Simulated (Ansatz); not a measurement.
Basis-set series for BH$_{5}$S$_{3}$Si, SMILES `[SiH3]B(S)SS`. Charge 0, multiplicity 1. The structure was optimised at the PBE0-D4/def2-TZVP level. It is one conformer, not always the lowest.

```csv
functional,basis,functions,energy (Eh),HOMO (eV),LUMO (eV)
PBE0-D4,def2-TZVPP,269,-1511.46530,-7.51,-1.64
PBE0-D4,def2-QZVPP,487,-1511.51259,-7.53,-1.69
ωB97M-V,def2-TZVPP,269,-1511.92165,-9.64,0.32
ωB97M-V,def2-QZVPP,487,-1511.96628,-9.67,0.26
```

Q: Give the rows for def2-SVP. (An estimate is asked.)

A: Ansatz gave: 
| functional | basis | functions | energy (Eh) | HOMO (eV) | LUMO (eV) |
| --- | --- | --- | --- | --- | --- |
| PBE0-D4 | def2-SVP | 111 | -1510.91907 | -7.45 | -1.47 |
| ωB97M-V | def2-SVP | 111 | -1511.37631 | -9.53 | 0.56 |

Positive LUMOs are unbound and depend on the basis.
